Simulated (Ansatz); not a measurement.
C3H8SSi can be A, `C[SiH2]CC=S`, or B, `C=C[SiH](C)S`.

Gas-phase electronic energies from Ansatz, PBE0-D4/def2-TZVP geometries. CBS: MP2 limit from def2 TZ/QZ plus the TZ coupled-cluster correction, frozen cores. Functionals use def2-TZVPP. One conformer a species, not always the lowest.

A:

Z-matrix (Å, degrees):
```
C
Si 1 1.867
H 1 1.093 2 111.3
H 1 1.092 2 111.0 3 120.8
H 1 1.092 2 110.3 3 -119.7
C 2 1.907 1 111.4 3 -58.2
H 2 1.485 1 110.8 3 -177.9
H 2 1.489 1 110.6 3 60.8
C 6 1.468 2 109.5 1 -53.6
H 6 1.092 2 106.6 1 -174.6
H 6 1.095 2 106.8 1 67.4
S 9 1.616 6 126.5 2 -93.6
H 9 1.094 6 114.8 2 83.4
```

B:

Z-matrix (Å, degrees):
```
Si
C 1 1.856
S 1 2.147 2 110.5
C 1 1.864 2 112.8 3 117.3
H 1 1.489 2 106.9 3 -120.2
C 2 1.331 1 122.4 3 118.9
H 2 1.089 1 119.1 3 -60.4
H 3 1.343 1 94.6 2 -54.9
H 4 1.092 1 110.8 2 -58.5
H 4 1.092 1 110.9 2 -178.8
H 4 1.093 1 110.2 2 61.3
H 6 1.087 2 122.4 1 -179.8
H 6 1.087 2 121.5 1 0.2
```

Question: Which isomer does CCSD(T)/CBS put lower? Give the gap. (Estimate.)

Answer: The calculation gave: B, by 22.4 kcal/mol.

Question: Give E(B) − E(A) in kcal/mol with ωB97M-V, B2PLYP, PBE0-D4, CCSD(T)/def2-TZVPP, PBE-D4, LDA (SPW92), BLYP-D4. (An estimate is asked.)

Answer: The calculation gave: ωB97M-V -22.4, B2PLYP -21.2, PBE0-D4 -21.5, CCSD(T)/def2-TZVPP -21.5, PBE-D4 -19.9, LDA (SPW92) -18.9, BLYP-D4 -20.0. None reverses the order clearly.

Question: Does the order hold for the free energy at 298.15 K (harmonic terms from PBE0-D4)? (Estimate.)

Answer: Ansatz gave: Yes: G(B) − G(A) = -22.7 kcal/mol, for one conformer each. Modes under 60 cm⁻¹, often nearly free rotors, make the harmonic entropy too high.

Largest T1 diagnostic: 0.015.

In def2-TZVPP, CCSD(T) changes the Hartree–Fock value by +3.6 kcal/mol (the triples alone add +1.0 kcal/mol) and MP2 by +4.0 kcal/mol. From r2SCAN to r2SCAN0 (25 % exact exchange), in def2-TZVPP and without D4, E(B) − E(A) moves by −1.1 kcal/mol.
